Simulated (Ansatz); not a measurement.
Basis-set extrapolation for C$_{2}$H$_{7}$NOSi$_{2}$, SMILES `[SiH3][SiH]1N=CCO1` (PBE0-D4/def2-TZVP geometry, frozen core, Ansatz 0.2.0). Multiplicity 1, RHF reference.

|  | def2-TZVPP | def2-QZVPP |
| --- | --- | --- |
| HF | -787.130263 | -787.157981 |
| MP2 correlation | -0.988659 | -1.060240 |
| CCSD(T) correlation | -1.084400 | not run |

Energies in hartree. Use E(X) = E(∞) + A·exp(−7.88·√X) for Hartree–Fock and E(X) = E(∞) + B·X^(−2.97) for correlation, with X = 3 and 4, and add CCSD(T) minus MP2 of the smaller set to the MP2 limit.

**Question.** What is the CCSD(T) energy at the basis-set limit?

**Answer.** HF limit: -787.157981 + (-0.027718) × 0.13774 = -787.16180. MP2 limit: -1.060240 + (-0.071581) × 0.74074 = -1.11326. Higher-order term: -1.084400 − (-0.988659) = -0.09574. Total: -788.37080 hartree, 4.25 eV below CCSD(T)/def2-TZVPP.
